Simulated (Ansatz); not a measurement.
Species: CH$_{4}$BS, charge 0, doublet. CH4BS (SMILES S[B]C, doublet).
B3LYP-D3(BJ)/def2-TZVP minimum from Ansatz (an electronic-structure program):
```xyz
7

B     -0.4897     0.5652     0.0853
C     -1.8246    -0.1423    -0.2590
H     -1.7239    -1.2018    -0.5186
H     -2.3126     0.3683    -1.0949
H     -2.5173    -0.0626     0.5845
S      1.1321    -0.1273     0.1053
H      1.8356     0.9613     0.4705
```
Charge 0, spin multiplicity 2.

Atomisation energy term by term, kcal/mol (programs: Ansatz). Open shells are spin-unrestricted; no spin-orbit coupling. Cores are frozen in correlated methods. Rows without X2C or -DK are non-relativistic. CBS(X,Y): correlation extrapolated as X^-3, Hartree-Fock from the larger set. A bracket is a step between two methods taken in the basis named. '+ core + X2C': CCSD(T) terms for core correlation (cc-pwCVTZ, 1s frozen past Ne) and scalar relativity (cc-pVTZ-DK). Where a partner has so few electrons that a lower coupled-cluster level is exact, that level stands in.

| term | basis | kcal/mol |
|---|---|---|
| Hartree-Fock | cc-pV(Q+d)Z | 438.41 |
| CCSD correlation | CBS(cc-pV(T+d)Z,cc-pV(Q+d)Z) | 124.88 |
| (T) | CBS(cc-pV(T+d)Z,cc-pV(Q+d)Z) | 8.58 |
| CCSDT(Q) - CCSD(T) | cc-pV(D+d)Z | 0.54 |
| core correlation | cc-pwCVTZ | 2.58 |
| scalar relativity | X2C, cc-pVTZ-DK | -0.64 |
| sum: De |  | 574.4 |
